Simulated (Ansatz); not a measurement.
Be2Te2, relaxed as a singlet with RKS PBE0-D4/def2-TZVP in Ansatz, starting from the GFN1-xTB geometry. Force threshold 0.02 eV/Å.

In the def2 sets Te takes a core potential; there is no spin–orbit coupling. The restricted singlet is unstable towards broken spin symmetry in Hartree–Fock (as tested in another run); at PBE0-D4/def2-TZVP this wasn't settled. Another isomer (singlet) lies 3.16 eV lower at PBE0-D4/def2-TZVP; other spin states weren't run for this one.

Start:

Cartesian coordinates in Å:
```
Be 0.5068 0.7638 -0.1608
Be -1.3968 -2.4156 0.7495
Te -1.1424 -0.7220 -0.6553
Te 2.0324 2.3738 0.0666
```

Task: Estimate the energy that the relaxation releases and the steps that it takes.

Result: 0.18 eV, in 8 steps; 14 s on 4 threads of Arm Neoverse V1 on a shared host. No frequencies were taken in this run, so the end may be a saddle point.

Task: Does the start keep its bonding and symmetry?

Result: By distances, no bond broke or formed. The bond that changes most is Be1–Te4, from 2.23 to 2.14 Å (atoms count from 1). Point group Cs at the start, Cs at the end, both within 0.05 Å.

Task: Predict the relaxed structure.

Result: 
Cartesian coordinates in Å:
```
Be 0.3959 0.6642 -0.1916
Be -1.0195 -2.0556 0.8425
Te -1.3045 -0.7063 -0.8686
Te 1.9282 2.0978 0.2177
```
Bond lengths (bridged metal pairs left out): 3 × Be–Te 2.14 to 2.29 Å.
